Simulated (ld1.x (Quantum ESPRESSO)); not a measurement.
# What one change does to a pseudopotential (Au, TM semilocal)

ld1.x (Quantum ESPRESSO) 7.5 input, shortened:

```
&input
   title='Au', zed=79., rel=1, dft='WC', iswitch=3,
   config='[Xe] 4f14 5d10 6s0.75 6p0.25'
 /
 &inputp
   pseudotype=1, tm=.true., lloc=2,
   nlcc=.true., new_core_ps=.true., rcore=1.55
 /
3
6S  1  0   0.75   0.00  2.25  2.25  0.0
6P  2  1   0.25   0.00  3.00  3.00  0.0
5D  3  2  10.00   0.00  2.10  2.10  0.0
 &test
   configts(1)='5d10 6s0.75 6p0.25'
 /
```

Change: wave 6s (bound): rc 2.25 bohr becomes 6s (bound): rc 3.20 bohr.

Cutoffs: the cutoffs (Ry, on a coarse ladder) from which the occupation-weighted sum of valence levels, in a spherical-Bessel basis at the reference potential, stays within 10 and 1 mRy of its value at 400 Ry; they do not see the model core or the augmentation charge, which bear on the density cutoff. Errors are all-electron minus pseudo energies relative to the spin-unpolarised reference configuration.

Problem. How do hardness, ghosts and transferability respond?

Solution. The potential gets neither clearly harder nor softer (40 Ry and 50 Ry → 40 Ry and 50 Ry); the d channel sets the loose cutoff, while the largest relative change is in s, which becomes softer; of the 7 tests that both files solve, the error grows in 3 and shrinks in 3 by more than 15 % and 0.3 meV (median size 13.0 → 8.5 meV); neither file shows a bound ghost. A semilocal file is local in each channel, so a ghost entry of none says nothing of the separable form that plane-wave codes build from it.

| quantity | base | changed |
| --- | --- | --- |
| cutoff, loose | 40 Ry | 40 Ry |
| cutoff, tight | 50 Ry | 50 Ry |
| loose cutoff by channel (10 mRy a level) | s 8 Ry, p 6 Ry, d 35 Ry | s 6 Ry, p 6 Ry, d 35 Ry |
| bound ghosts | none | none |
| error for 5d10 6s1 6p0, meV [ΔE -1.29 eV] | +0.2 | +0.3 |
| error for 5d10 6s0 6p0, meV [ΔE 8.15 eV] | -13 | -8.5 |
| error for 5d9 6s0 6p0, meV [ΔE 29.40 eV] | -27 | -72 |
| error for 5d9 6s2 6p0, meV [ΔE 0.37 eV] | -48 | +30 |
| error for 5d7 6s0 6p0, meV [ΔE 111.07 eV] | -490 | -692 |
| error for 5d10 6s0.5 6p0, meV [ΔE 2.50 eV] | -2.5 | -1.5 |
| error for 5d10 6s0 6p1, meV [ΔE 4.10 eV] | -3.0 | -4.9 |
